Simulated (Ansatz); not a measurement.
Molecule: trichloro(methoxy)germane, CH$_{3}$Cl$_{3}$GeO, net charge 0, singlet state. 
Structure (B3LYP-D3(BJ)/def2-TZVP (Ansatz, a program for electronic structure) minimum search):
```
O
C 1 1.4314
H 2 1.0887 1 106.51
H 2 1.0925 3 109.12 1 -120.23
H 2 1.0925 3 109.12 4 -119.54
Ge 1 1.7521 2 119.99 3 180.00
Cl 6 2.1257 1 106.67 2 180.00
Cl 6 2.1453 1 110.54 2 -59.81
Cl 6 2.1453 1 110.54 2 59.81
```

Total electronic energies in hartree. Cores are frozen in the correlated levels unless marked. No spin-orbit coupling. Frozen are the shells of the preceding noble gas and the d and f shells that filled before the atom's block. No relativistic terms. Basis-set limits of correlation are two-point, X^-3; Hartree-Fock from the larger set.

```tsv
level	program	energy (Eh)
BLYP-D4/def2-TZVPD	Ansatz + dftd4	-3573.01613
B2PLYP-D3(BJ)/def2-TZVPD	Ansatz + dftd3	-3572.10699
MP2/STO-3G	Ansatz	-3528.81972
MP2/6-31G*	Ansatz	-3568.92498
MP2/def2-TZVPPD	Ansatz	-3569.68262
RI-MP2/def2-QZVPPD	Ansatz	-3569.85627
SCS-MP2/def2-SVP	Ansatz	-3568.49730
CCSD/def2-SVPD	Ansatz	-3568.65875
CCSD(T)/CBS(def2-TZVPPD,def2-QZVPPD)	Ansatz	-3570.0282
```

Totals of different functionals don't rank their quality; only differences between species are comparable.
